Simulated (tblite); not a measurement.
Compound: C5H6BrSe (doublet state).
Bonds: C1–C2, C2–C3 (double), C3–Br4, C3–Se5, Se5–C6, C6–C7, C2–C7. Hydrogens: H8, H9 on C1; H10, H11 on C6; H12, H13 on C7.
Bond orders are those of one Lewis drawing.

Computed with GFN2-xTB (tblite), gas phase: L-BFGS steps from a force-field or distance-geometry start until the largest atomic force falls under 0.01 eV/Å.

Step 14: E = -570.0983 eV
```
atom  x, y, z in Å  |  force x, y, z in eV/Å
C1     -1.8322   -0.7029   -0.2973    0.077  -0.061   0.017
C2     -0.6666   -0.0297   -0.1409   -0.150  -0.191  -0.017
C3     -0.5539    1.3371    0.1542   -0.102  -0.099  -0.080
Br4    -1.9944    2.5322    0.1316   -0.136   0.075   0.039
Se5     1.1742    2.0033    0.3262    0.266   0.185   0.022
C6      1.7278    0.1165    0.4602    0.038   0.096   0.162
C7      0.6867   -0.6962   -0.2900    0.043   0.008  -0.058
H8     -2.7957   -0.2464   -0.1407    0.142   0.029  -0.104
H9     -1.8164   -1.7403   -0.5815   -0.056   0.007   0.086
H10     2.7497    0.0140    0.0955   -0.087  -0.084  -0.056
H11     1.6961   -0.1217    1.5234    0.099  -0.030   0.108
H12     0.6754   -1.7188    0.0903   -0.094   0.018   0.019
H13     0.9449   -0.7465   -1.3486   -0.039   0.047  -0.139
```

Step 15: E = -570.1059 eV
```
atom  x, y, z in Å  |  force x, y, z in eV/Å
C1     -1.8321   -0.7050   -0.2931    0.066  -0.110  -0.054
C2     -0.6660   -0.0338   -0.1432   -0.107  -0.126   0.072
C3     -0.5535    1.3330    0.1599   -0.134  -0.064  -0.114
Br4    -1.9969    2.5311    0.1346   -0.077   0.030   0.038
Se5     1.1764    2.0017    0.3252    0.194   0.222   0.023
C6      1.7275    0.1212    0.4642    0.033  -0.039   0.094
C7      0.6900   -0.6959   -0.2896   -0.030   0.010  -0.062
H8     -2.7927   -0.2345   -0.1684    0.112   0.019  -0.052
H9     -1.8234   -1.7482   -0.5601   -0.044   0.052   0.079
H10     2.7452    0.0132    0.0942   -0.017  -0.067  -0.059
H11     1.7023   -0.1225    1.5265    0.072  -0.018   0.102
H12     0.6820   -1.7216    0.0847   -0.086   0.051   0.013
H13     0.9368   -0.7381   -1.3527    0.017   0.041  -0.079
```

Step 16: E = -570.1111 eV
```
atom  x, y, z in Å  |  force x, y, z in eV/Å
C1     -1.8319   -0.7084   -0.2915    0.048  -0.069  -0.071
C2     -0.6665   -0.0384   -0.1436   -0.029  -0.026   0.113
C3     -0.5551    1.3293    0.1618   -0.075   0.006  -0.123
Br4    -2.0003    2.5307    0.1375   -0.023  -0.018   0.035
Se5     1.1811    2.0042    0.3248    0.039   0.143   0.017
C6      1.7276    0.1240    0.4688    0.016  -0.117   0.016
C7      0.6919   -0.6953   -0.2902   -0.060   0.028  -0.032
H8     -2.7878   -0.2260   -0.1893    0.056   0.014  -0.016
H9     -1.8295   -1.7534   -0.5430   -0.032  -0.002   0.048
H10     2.7413    0.0111    0.0920    0.029  -0.053  -0.049
H11     1.7083   -0.1235    1.5310    0.047  -0.005   0.071
H12     0.6852   -1.7226    0.0810   -0.070   0.062   0.000
H13     0.9312   -0.7312   -1.3569    0.054   0.038  -0.009
```

Step 17: E = -570.1136 eV
```
atom  x, y, z in Å  |  force x, y, z in eV/Å
C1     -1.8315   -0.7101   -0.2934    0.021  -0.051  -0.051
C2     -0.6673   -0.0411   -0.1418    0.027   0.038   0.095
C3     -0.5571    1.3278    0.1607   -0.002   0.051  -0.113
Br4    -2.0024    2.5299    0.1397   -0.010  -0.032   0.032
Se5     1.1839    2.0078    0.3248   -0.057   0.033   0.014
C6      1.7280    0.1230    0.4712    0.010  -0.089  -0.014
C7      0.6916   -0.6946   -0.2907   -0.035   0.028   0.002
H8     -2.7841   -0.2217   -0.1998    0.014   0.014  -0.004
H9     -1.8331   -1.7567   -0.5329   -0.023  -0.034   0.025
H10     2.7402    0.0093    0.0900    0.029  -0.048  -0.035
H11     1.7121   -0.1241    1.5343    0.033   0.000   0.033
H12     0.6860   -1.7222    0.0791   -0.065   0.055  -0.010
H13     0.9292   -0.7266   -1.3588    0.057   0.035   0.025
```

Question: Estimate the geometry and energy of step 18. (The exact step hangs on the optimiser's Hessian estimate; all steps are aligned on step 17, rigid shifts and turns removed.)

Answer: E = -570.1152 eV, largest force 0.123 eV/Å
```
atom  x, y, z in Å  |  force x, y, z in eV/Å
C1     -1.8303   -0.7121   -0.2958    0.006   0.011  -0.013
C2     -0.6676   -0.0419   -0.1395    0.037   0.051   0.052
C3     -0.5583    1.3282    0.1571    0.041   0.064  -0.097
Br4    -2.0041    2.5289    0.1417   -0.013  -0.030   0.030
Se5     1.1848    2.0108    0.3252   -0.092  -0.053   0.016
C6      1.7284    0.1207    0.4727    0.011  -0.030  -0.020
C7      0.6907   -0.6935   -0.2910    0.002   0.030   0.027
H8     -2.7807   -0.2199   -0.2047   -0.016   0.013  -0.003
H9     -1.8357   -1.7590   -0.5273   -0.008  -0.074   0.006
H10     2.7397    0.0068    0.0880    0.019  -0.042  -0.021
H11     1.7153   -0.1245    1.5372    0.023   0.001  -0.006
H12     0.6845   -1.7206    0.0782   -0.060   0.025  -0.012
H13     0.9291   -0.7234   -1.3594    0.049   0.035   0.042
```

The energy changes by -0.0016 eV. The first-order estimate −F·Δx gives -0.0023 eV and the mean of the old and new forces, exact on a quadratic surface, -0.0016 eV. The step makes an angle of 51° with the force vector and moves no atom by more than 0.007 Å.

The cost below is that of the whole relaxation. Hardware: one thread of an Arm Neoverse V2 (shared host). Cost: 0.22 s.
